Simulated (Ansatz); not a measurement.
Reaction (isomerisation): `C=CB(S)Cl` → `BSC(=C)Cl`

Gas-phase electronic energies from Ansatz, PBE0-D4/def2-TZVP geometries. CCSD(T)/CBS is the MP2 limit (def2-TZVPP, def2-QZVPP) plus CCSD(T) − MP2 in def2-TZVPP, frozen cores. DFT in def2-TZVPP. One conformer a species, not always the lowest.

```csv
species,r2SCAN-D4 energy (Eh)
`C=CB(S)Cl`,-961.86260
`BSC(=C)Cl`,-961.78548
```

**Question.** Work out ΔE.

**Answer.** ΔE = (-961.78548) − (-961.86260) = 0.07712 Eh = +202.5 kJ/mol. CCSD(T)/CBS gives +205.0 kJ/mol.

Largest T1 diagnostic among the species: 0.014.

In def2-TZVPP, CCSD(T) changes the Hartree–Fock value by −14.8 kJ/mol (the triples alone add −4.0 kJ/mol) and MP2 by −14.9 kJ/mol. From PBE to PBE0 (25 % exact exchange), in def2-TZVPP and without D4, ΔE moves by +9.2 kJ/mol.
